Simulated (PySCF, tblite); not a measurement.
Isomers of C4H8O2SSi, one GFN2-xTB conformer each. Single-point energies are computed at PBE0/pcSseg-1 (PySCF, gas phase, no added dispersion term), electronic only.

| SMILES | GFN2-xTB relative energy (kJ/mol) |
| --- | --- |
| O=C1CO[C@@H](CS)[SiH2]1 | 166.9 |
| O=C[C@@H]1CS[C@H]1O[SiH3] | 4.2 |
| C=C1[Si@@H](O)CC[S@]1=O | 81.0 |
| C=C[Si@@H](OC=O)SC | 0.0 |

Conformers: `[O:1]=[C:2]1[CH2:3][O:4][C@@H:5]([CH2:6][SH:7])[SiH2:8]1` with O4–C5–C6–S7 64°, C5–C6–S7–H -55°, O1–C2–C3–O4 166°, C2–C3–O4–C5 42°, C3–O4–C5–C6 -172°, O4–C5–Si8–C2 29°; `[O:1]=[CH:2][C@@H:3]1[CH2:4][S:5][C@H:6]1[O:7][SiH3:8]` with O1–C2–C3–C4 -6°, S5–C6–O7–Si8 -72°, C2–C3–C4–S5 -132°, C3–C4–S5–C6 10°, C4–S5–C6–O7 -129°, C2–C3–C6–S5 135°; `[CH2:1]=[C:2]1[Si@@H:3]([OH:4])[CH2:5][CH2:6][S@:7]1=[O:8]` with C2–Si3–O4–H 49°, C1–C2–Si3–O4 100°, C2–Si3–C5–C6 -3°, Si3–C5–C6–S7 -33°, C5–C6–S7–O8 -48°; `[CH2:1]=[CH:2][Si@@H:3]([O:4][CH:5]=[O:6])[S:7][CH3:8]` with C1–C2–Si3–O4 79°, C2–Si3–O4–C5 -66°, Si3–O4–C5–O6 -2°, C2–Si3–S7–C8 63°.

Task: What does PBE0/pcSseg-1 give for the same structures?

Result: 
| SMILES | PBE0/pcSseg-1 E (Eh) | PBE0/pcSseg-1 (kJ/mol) | GFN2-xTB (kJ/mol) | point group |
| --- | --- | --- | --- | --- |
| C=C[Si@@H](OC=O)SC | -994.75081 | 0.0 | 0.0 | C1 |
| C=C1[Si@@H](O)CC[S@]1=O | -994.68630 | 169.4 | 81.0 | C1 |
| O=C[C@@H]1CS[C@H]1O[SiH3] | -994.68400 | 175.4 | 4.2 | C1 |
| O=C1CO[C@@H](CS)[SiH2]1 | -994.66222 | 232.6 | 166.9 | C1 |

Both levels put the same isomer lowest; measured from each level's own lowest isomer, the values differ by up to 171.2 kJ/mol (O=C[C@@H]1CS[C@H]1O[SiH3]: 4.2 against 175.4). As drawn, the lowest has a C(=O)–O unit, an Si–O bond and a C=C bond outside aromatic rings, which the highest lacks; the highest has an S–H bond, which the lowest lacks. Neighbours under 10 kJ/mol apart (C=C1[Si@@H](O)CC[S@]1=O and O=C[C@@H]1CS[C@H]1O[SiH3]) can change places with a better method, another conformer or zero-point energy.

Task: Which frontier levels, dipoles and rotational constants go with these structures?

Result: 
```json
{"SMILES": "C=C[Si@@H](OC=O)SC", "HOMO (eV, PBE0/pcSseg-1)": "-7.03", "LUMO (eV)": "-1.01", "dipole (D)": "1.81", "A, B, C (MHz)": "2281, 967.7, 728.7"}
{"SMILES": "C=C1[Si@@H](O)CC[S@]1=O", "HOMO (eV, PBE0/pcSseg-1)": "-6.92", "LUMO (eV)": "-1.07", "dipole (D)": "3.68", "A, B, C (MHz)": "1848, 1493, 1273"}
{"SMILES": "O=C[C@@H]1CS[C@H]1O[SiH3]", "HOMO (eV, PBE0/pcSseg-1)": "-6.72", "LUMO (eV)": "-1.08", "dipole (D)": "2.30", "A, B, C (MHz)": "2386, 889.2, 688.4"}
{"SMILES": "O=C1CO[C@@H](CS)[SiH2]1", "HOMO (eV, PBE0/pcSseg-1)": "-6.67", "LUMO (eV)": "-1.51", "dipole (D)": "2.33", "A, B, C (MHz)": "2785, 897.7, 819.3"}
```

Task: What happens when harmonic zero-point energies from GFN2-xTB frequencies are added?

Result: 
```tsv
SMILES	ZPE (kJ/mol)	electronic (kJ/mol)	with ZPE (kJ/mol)
C=C[Si@@H](OC=O)SC	293.3	0.0	0.0
C=C1[Si@@H](O)CC[S@]1=O	297.9	169.4	174.0
O=C[C@@H]1CS[C@H]1O[SiH3]	286.4	175.4	168.5
O=C1CO[C@@H](CS)[SiH2]1	286.8	232.6	226.1
```

The zero-point energies span 11.5 kJ/mol. The lowest isomer stays, but the order above it changes.
